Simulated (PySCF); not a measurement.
Cartesian coordinates (Å):
SMILES: Bc1cc2cccnc2cc1[SiH3]
```xyz
22

B     -2.1643     2.1982    -0.0945
C     -1.1127     1.0699    -0.0381
C      0.2388     1.3988    -0.2260
C      1.2699     0.4224    -0.1927
C      2.6485     0.7253    -0.3809
C      3.5753    -0.3024    -0.3299
C      3.1107    -1.6277    -0.0898
N      1.8392    -1.9549     0.0910
C      0.9123    -0.9540     0.0436
C     -0.4647    -1.2853     0.2358
C     -1.4636    -0.3191     0.1998
Si    -3.2628    -0.8636     0.4663
H     -1.8122     3.3463    -0.2949
H     -3.3495     1.9645     0.0575
H      0.5152     2.4509    -0.4067
H      2.9549     1.7676    -0.5635
H      4.6500    -0.1142    -0.4700
H      3.8419    -2.4563    -0.0471
H     -0.6868    -2.3490     0.4132
H     -3.8724    -0.2049     1.6731
H     -3.2467    -2.3525     0.6847
H     -4.1209    -0.5602    -0.7309
```
Charge 0, spin multiplicity 1.

Q: What is the computed HOMO–LUMO gap, LUMO and dipole moment (PySCF with PBE-D3(BJ)/def2-TZVP // PBE-D3(BJ)/def2-SVP)?

A: 
```json
{
  "HOMO–LUMO gap": "2.87 eV",
  "LUMO": "-3.38 eV",
  "dipole_moment": "3.13 D"
}
```
